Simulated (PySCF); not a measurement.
CH₆GaN. Atoms are numbered in the order given.

```xyz
9

Ga    -0.0563     0.8071     0.0000
H      1.0634     1.9092     0.0000
H     -1.6179     0.9899     0.0000
N      0.5335    -0.9271     0.0000
C     -0.2526    -2.1447     0.0000
H      1.5428    -1.1003     0.0000
H     -0.0639    -2.7811    -0.8962
H     -0.0639    -2.7811     0.8962
H     -1.3342    -1.8982     0.0000
```
Charge 0, spin multiplicity 1.

The structure is a stationary point at PBE-D3(BJ)/def2-SVP.

Level of theory: ωB97X/def2-TZVPD in PySCF.

Mulliken values depend strongly on the basis, most of all with diffuse functions as here. Atomic charges (e):

```tsv
atom	Mulliken	IAO
Ga1	0.37	0.55
H2	-0.21	(withheld)
H3	-0.23	(withheld)
N4	-0.06	-0.62
C5	-0.86	(withheld)
H6	0.21	0.25
H7	0.24	(withheld)
H8	0.24	(withheld)
H9	0.30	(withheld)
```

Some entries are withheld; supply them. (An estimate is asked for; the answer gives what the named calculation found.)


- H2, IAO: -0.14
- H3, IAO: -0.15
- C5, IAO: -0.27
- H7, IAO: 0.12
- H8, IAO: 0.12
- H9, IAO: 0.13
